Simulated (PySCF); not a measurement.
Computed IR spectrum (relative IR intensity) of a molecule C2H6N2OSi. The structure is a stationary point at r2SCAN-D4/def2-SVP. One conformer was computed; it need not be the lowest. Computed with r2SCAN-D4/def2-SVP in PySCF 2.14.0. Frequencies are harmonic and unscaled.

Lines under 2 % of the strongest are left out, and lines within 2 cm⁻¹ are merged.

```json
[
 {"ν (cm⁻¹)": "246", "relative intensity": "5.9"},
 {"ν (cm⁻¹)": "314", "relative intensity": "6.8"},
 {"ν (cm⁻¹)": "387", "relative intensity": "71"},
 {"ν (cm⁻¹)": "511", "relative intensity": "7.3"},
 {"ν (cm⁻¹)": "521", "relative intensity": "2.9"},
 {"ν (cm⁻¹)": "629", "relative intensity": "4.2"},
 {"ν (cm⁻¹)": "650", "relative intensity": "23"},
 {"ν (cm⁻¹)": "716", "relative intensity": "20"},
 {"ν (cm⁻¹)": "765", "relative intensity": "4.1"},
 {"ν (cm⁻¹)": "839", "relative intensity": "12"},
 {"ν (cm⁻¹)": "874", "relative intensity": "66"},
 {"ν (cm⁻¹)": "892", "relative intensity": "25"},
 {"ν (cm⁻¹)": "951", "relative intensity": "85"},
 {"ν (cm⁻¹)": "1197", "relative intensity": "72"},
 {"ν (cm⁻¹)": "1269", "relative intensity": "17"},
 {"ν (cm⁻¹)": "1428", "relative intensity": "2.4"},
 {"ν (cm⁻¹)": "1542", "relative intensity": "23"},
 {"ν (cm⁻¹)": "2273", "relative intensity": "39"},
 {"ν (cm⁻¹)": "2368", "relative intensity": "100"},
 {"ν (cm⁻¹)": "3588", "relative intensity": "19"},
 {"ν (cm⁻¹)": "3688", "relative intensity": "19"}
]
```

### Question
Identify the compound among the candidates.
A. CN[SiH2]OC#N
B. CC1=N[Si@@H](N)O1
C. N#CC[Si@H](N)O
D. C[Si@@H](N)OC#N

### Answer
D, C[Si@@H](N)OC#N
